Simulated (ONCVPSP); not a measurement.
## Potentials for nickel compared

Generated with ld1.x 7.5 (TM, RRKJ, ultrasoft, PAW), atompaw 4.2 or ONCVPSP 4.0.1. The cutoff is in Ry: for ld1.x and atompaw files where the sum of valence levels is converged to 10 mRy in a Bessel basis, for ONCV files where the hardest occupied wave has 1 mHa per electron of residual kinetic energy. The error is the largest all-electron minus pseudo excitation energy over each file’s own four to seven test configurations (ionisations up to +4, promotions, holes and added fractions of an electron), all of which were solved. The labels leave out finer settings (local radius, basis sizes, second energies), which also bear on the numbers. Spin-polarised tests are not counted. The rows are a selection from randomly drawn settings: files with unsolved tests, undetermined cutoffs or missed reference levels are left out.

A true bound ghost makes a file unfit for plane-wave use even where its test errors are small: the radial tests pick states by their node count and pass the ghost by.

| potential | cutoff (Ry) | largest error (meV) | bound ghosts |
| --- | --- | --- | --- |
| ONCV, LDA (Perdew-Zunger), scalar-relativistic, rc 1.95/0.70/1.65 (spd), local smoothed, core correction yes, reference 3p6 3d8 4s2, qcut 3.8/14/11.2, projectors 3/1/2 | 162 | -329 | s |
| ONCV, PBEsol, scalar-relativistic, rc 1.05/1.25/1.55 (spd), local smoothed, core correction yes, reference 3s2 3p6 3d8 4s1.5 4p0.5, qcut 11.4/11.1/8.4, projectors 2/2/1 | 108 | +105 | none |
| ONCV, PBE, scalar-relativistic, rc 1.90/1.75/1.05 (spd), local smoothed, core correction yes, reference 3d8 4s1, qcut 2.9/4.7/11.9, projectors 2/3/1 | 141 | -299 | p |
| ONCV, PBE, scalar-relativistic, rc 1.15/0.90/1.55 (spd), local smoothed, core correction yes, reference 3s2 3p6 3d8 4s2, qcut 12.4/15.2/10, projectors 2/2/2 | 133 | +427 | none |
| ONCV, PBE, scalar-relativistic, rc 1.40/1.05/1.45 (spd), local smoothed, core correction no, reference 3s2 3p6 3d8 4s2, qcut 9.8/16.1/9.4, projectors 3/2/2 | 79 | +25 | none |
| ONCV, PBE, scalar-relativistic, rc 1.10/0.95/1.00 (spd), local smoothed, core correction yes, reference 3s2 3p6 3d8 4s1.5, qcut 12.5/16.2/18.5, projectors 3/2/3 | 224 | -0.5 | none |

Question: Fill in the row for Ni: ONCV, PBE, scalar-relativistic, rc 1.35/0.90/1.65/1.80 (spdf), local smoothed, core correction yes, reference 3s2 3p6 3d8.5 4s1.5, qcut 7.4/17.3/8.6/6.5, projectors 2/3/1/2.

Answer: cutoff 154 Ry, largest error -21 meV, bound ghosts: none.

Question: Fill in the row for Ni: ONCV, PBE, scalar-relativistic, rc 1.05/0.70/1.65 (spd), local smoothed, core correction yes, reference 3s2 3p6 3d8 4s2, qcut 9.6/12.4/6.8, projectors 2/2/2.

Answer: cutoff 164 Ry, largest error -928 meV, bound ghosts: none.
